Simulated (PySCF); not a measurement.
## Field gradients at the hydrogen positions

C7H8F2.
Cartesian coordinates in Å at the GFN2-xTB level; atoms count from 1:
```
atom  x, y, z in Å
F1     2.2829    1.6769   -0.9092
C2     2.2602    0.3782   -0.4906
F3     2.7674   -0.3528   -1.5117
C4     0.8741   -0.0457   -0.1338
C5     0.1504   -0.9976   -0.7177
C6    -1.1988   -1.0754   -0.1250
C7    -2.0219    0.1772   -0.2940
C8    -1.2280   -0.0185    0.9569
C9     0.1414    0.6347    0.9944
H10    2.9654    0.3057    0.3561
H11    0.4773   -1.6325   -1.5219
H12   -1.6918   -2.0321   -0.0481
H13   -1.6830    0.9107   -1.0096
H14   -3.0951    0.0806   -0.2326
H15   -1.7438   -0.1723    1.8921
H16    0.6464    0.4609    1.9484
H17    0.0897    1.7141    0.8362
```

Level: PBE0/pcSseg-1 (PySCF, non-relativistic); Q(2H) = 0.00286 b; rigid geometry, the same for H and D, with no vibrational averaging.

Problem. Rank these positions by the coupling χzz of a deuteron there, largest first.
A. H16 (methylene hydrogen)
B. H11 (vinylic hydrogen)
C. H10 (methine hydrogen)
D. H13 (methylene hydrogen)

Solution. B (226 kHz), D (221 kHz), A (204 kHz), C (177 kHz).

Problem. What are Vzz, η and χzz (234.96 MHz × Q × Vzz) at all hydrogens?

Solution. 
```tsv
atom	bonded to	bond length (Å)	Vzz (au)	η	χzz (kHz)
H10	C2	1.104	0.2633	0.03	177
H11	C5	1.075	0.3365	0.03	226
H12	C6	1.079	0.3323	0.08	223
H13	C7	1.079	0.3291	0.07	221
H14	C7	1.079	0.3322	0.07	223
H15	C8	1.079	0.3321	0.08	223
H16	C9	1.093	0.3029	0.03	204
H17	C9	1.092	0.3030	0.01	204
```

Problem. How does χzz go with the bond length over the 8 C–H bonds?

Solution. A straight-line fit has a slope of -16.6 kHz for each 0.01 Å, with a correlation coefficient of -0.99, over lengths from 1.075 to 1.104 Å. The longer bonds have the smaller couplings here.

Problem. A static deuteron (I = 1) shows a doublet split by (3/2)χ, (3/4)χ(1 + η) and (3/4)χ(1 − η) with the field along z, y and x of the gradient. What are these for H14?

Solution. With |χ| = 223.3 kHz and η = 0.072: 335, 179 and 155 kHz, to first order and without motion.

The structure is a single GFN2-xTB conformer in the gas phase; no vibrational or solvent corrections. GFN2-xTB bond lengths can be off by several hundredths of an ångström, more for odd bonds, and the gradients follow them. These gradients aren't converged with respect to the basis.
